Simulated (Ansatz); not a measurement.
Ideal-gas functions of `N[Si]1(F)C=N1` at 500 K and 1 bar, from an Ansatz frequency run at PBE0-D4/def2-TZVP.

Molar mass 90.13 g/mol, point group C1 (symmetry number 1), electronic degeneracy 1, moments of inertia 74.68, 121.954, 171.186 u Å². Harmonic wavenumbers (cm⁻¹, unscaled): 136, 226, 256, 301, 319, 344, 700, 777, 795, 843, 974, 1035, 1236, 1502, 1570, 3080, 3642, 3745.

Use S(trans) = R[1.5 ln M + 2.5 ln T − 1.1517]; rotational temperatures θ = 24.2544 K / I; S(rot) = R[ln(√π/σ · √(T³/θAθBθC)) + 1.5]; for each mode x = 1.438777 ν̃/T, S = R[x/(eˣ − 1) − ln(1 − e⁻ˣ)] and H = RT x/(eˣ − 1); 1 cm⁻¹ = 0.0119627 kJ/mol; R = 8.31446 J/(mol·K).

**Question.** By hand: the entropy, in J/(mol·K).

**Answer.** Translation 175.7. Rotation: θ = 0.3248, 0.1989, 0.1417 K, giving 114.2. Vibration, mode by mode: 16.17, 12.04, 11.04, 9.76, 9.31, 8.73, 3.77, 3.17, 3.04, 2.73, 2.02, 1.76, 1.11, 0.59, 0.51, 0.01, 0.00, 0.00, in all 85.8. Electronic 0.0. Sum 375.7 J/(mol·K).

**Question.** By hand: H − E and G − E in kJ/mol, counted from the electronic energy.

**Answer.** Zero-point energy ½ × 21481 × 0.0119627 = 128.5; thermal vibration 23.5; translation, rotation and pV give 4 RT = 16.6. H − E = 168.6 kJ/mol, and G − E = 168.6 − 500 × 375.7/1000 = -19.2 kJ/mol.

Vibration gives 23 % of the entropy, 16.2 J/(mol·K) of it from the mode under 150 cm⁻¹: soft modes count most, and the harmonic formula is weakest for them. The sum counts one conformer and one mirror image; others add a mixing term.
